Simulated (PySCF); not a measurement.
PySCF input:

```python
from pyscf import gto, scf, mp, cc as ccmod

mol = gto.M(
    atom='''
    P    -0.06749770   -0.08696972   -0.56484595
    O     0.05549852    0.13697337    0.97144688
    H     1.31307843    0.16633008   -0.82689104
    H    -0.74460107    0.04242879    1.52800534
    ''',
    basis='cc-pvdz',
    charge=1,
    spin=0,
    verbose=4,
)

mf = scf.RHF(mol)
mf.conv_tol = 1e-10
mf.max_cycle = 100
mf.kernel()
mp2 = mp.MP2(mf, frozen=6).run()
cc = ccmod.CCSD(mf, frozen=6)
cc.max_cycle = 100
cc.kernel()
et = cc.ccsd_t()
print(f'E(CCSD(T)) = {cc.e_tot + et:.9f}')
```

Problem. What final total energy does it print?

Solution. -416.77665 Eh (CCSD(T)/cc-pVDZ).

It need not be the lowest isomer of its formula.
